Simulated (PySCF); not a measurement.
Compound: C5H5N2P.
Atom-mapped SMILES: `[CH:1]#[C:2][c:3]1[n:4][n:5]([CH3:6])[cH:7][p:8]1` (hydrogens: H9 on C1; H10, H11, H12 on C6; H13 on C7)

Cartesian coordinates in Å at the GFN2-xTB level; atoms count from 1:
```xyz
13
C5H5N2P angstrom
C      3.4693   -1.0200   -1.1725
C      2.3046   -0.7838   -0.9953
C      0.9283   -0.5513   -0.8363
N      0.4766    0.2503    0.1051
N     -0.8349    0.3188    0.0681
C     -1.5138    1.1196    1.0501
C     -1.4426   -0.4132   -0.8827
P     -0.3288   -1.2907   -1.8590
H      4.4907   -1.2132   -1.3123
H     -2.3287    1.6750    0.5864
H     -0.7916    1.8119    1.4783
H     -1.9182    0.4890    1.8457
H     -2.5153   -0.3920   -0.9546
```

Computed, not measured: TDDFT wB97X-D/def2-SVPD, vertical, gas phase, core orbitals frozen in the response (PySCF 2.14.0, density-fitted response routines).

Transition dipole moments from the ground state, in atomic units and in the frame of the coordinates above (overall signs are arbitrary), for the states with f of 0.002 or more among the lowest 8:

| state | E (eV) | μx | μy | μz |
| --- | --- | --- | --- | --- |
| S1 | 5.236 | 0.942 | 0.163 | 0.296 |
| S2 | 5.460 | 0.483 | -0.262 | -0.248 |
| S3 | 5.464 | -0.370 | 0.113 | 0.239 |
| S4 | 5.860 | -0.043 | -0.194 | 0.178 |
| S6 | 6.067 | -1.017 | 0.552 | 0.590 |
| S8 | 6.406 | 0.002 | -0.139 | 0.108 |

(1) What oscillator strength does each state have?

(2) Which bond between heavy atoms lies closest to the direction of the S6 transition dipole?

(3) What angle do the transition dipoles of S3 and S4 make?

(4) What peak molar absorption coefficient would the strongest computed level give as a lone Gaussian band 0.4 eV wide at half height?

## Answers

(1) f = (2/3) ΔE |μ|² with ΔE in hartree (27.2114 eV).

```
state  |μ|² (au)  |μ| (D)      f
   S1      1.001     2.54  0.128
   S2      0.364     1.53  0.049
   S3      0.207     1.16  0.028
   S4      0.071     0.68  0.010
   S6      1.688     3.30  0.251
   S8      0.031     0.45  0.005
```

(2) C7–P8, at 11° from it; next N5–C6 at 24°.

(3) |cos θ| = |μa·μb| / (|μa| |μb|) = 0.30, so θ ≈ 73° (taken between 0 and 90°, since the signs are arbitrary).

(4) ε(max) = 2.175×10⁸ f / FWHM, with the width in cm⁻¹. S6: 2.175×10⁸ × 0.2509 / 3226 ≈ 17000 L mol⁻¹ cm⁻¹.

The run took 34 s of wall time on one thread of an Intel Xeon Platinum 8488C, no GPU, shared host with 192 logical CPUs at a one-minute load of 28, and the process peaked at 0.87 GiB of memory.
